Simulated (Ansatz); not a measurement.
`FC(S)[SeH]` and `NC(F)[SeH]` differ in one atom or group.

Ansatz, PBE0-D4/def2-TZVP geometries, multiplicity 1. Each molecule was computed in one conformer, which needn't be the lowest.

Scalar relativity is left out up to krypton.

```json
{"property": "HOMO energy (PBE/def2-TZVPP) / eV", "`FC(S)[SeH]`": "-5.91"}
{"property": "size of the dipole moment (B3LYP/def2-TZVPP) / D", "`FC(S)[SeH]`": "1.73"}
{"property": "size of the dipole moment (PBE/def2-TZVPP) / D", "`FC(S)[SeH]`": "1.69"}
{"property": "LUMO energy (PBE0/def2-TZVPP) / eV", "`FC(S)[SeH]`": "-0.69"}
{"property": "LUMO energy (B3LYP/def2-TZVPP) / eV", "`FC(S)[SeH]`": "-0.95"}
{"property": "LUMO energy (ωB97M-V/def2-TZVPP) / eV", "`FC(S)[SeH]`": "1.24"}
```

(1) What does the change do to each property? (Estimate.)

Answers

(1) Computed: 
| property | `NC(F)[SeH]` | shift |
| --- | --- | --- |
| HOMO energy (PBE/def2-TZVPP) / eV | -5.67 | 0.24 |
| size of the dipole moment (B3LYP/def2-TZVPP) / D | 2.00 | 0.27 |
| size of the dipole moment (PBE/def2-TZVPP) / D | 1.92 | 0.23 |
| LUMO energy (PBE0/def2-TZVPP) / eV | -0.23 | 0.46 |
| LUMO energy (B3LYP/def2-TZVPP) / eV | -0.52 | 0.43 |
| LUMO energy (ωB97M-V/def2-TZVPP) / eV | 1.58 | 0.34 |

With PBE0 the HOMO rises by 0.24 eV and the LUMO rises by 0.46 eV, so the gap widens by about 0.22 eV. PBE moves the HOMO by 0.24 eV and ωB97M-V by 0.21 eV. The zero-point energy changes by 47.0 kJ/mol with +3 modes. Dipoles are sizes alone; their direction can turn.

B3LYP here is the variant with VWN-RPA as its local correlation; programs differ in this.

Spin–orbit coupling is left out; it splits and shifts lone-pair levels of the heavy atoms by tenths of an eV.
